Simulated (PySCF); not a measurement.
All values below come from PySCF with PBE0-D3(BJ)/def2-TZVP. Gas-phase values, no solvent. One relaxed conformer stands for a flexible species; it need not be the lowest. 

Reference species (SMILES): `C[SiH2][SiH2]C` (C–Si–Si–C torsion 180°) (neutral, multiplicity 1).

```yaml
HOMO: -7.70 eV
HOMO–LUMO gap: 7.75 eV
```

Changed species: `CC[SiH2][SiH3]` (C–C–Si–Si torsion 59°).

**Question.** Predict the effect on the HOMO and HOMO–LUMO gap.

**Answer.** the HOMO drops by 0.25 eV, to -7.95 eV; the HOMO–LUMO gap rises by 0.35 eV, to 8.10 eV.
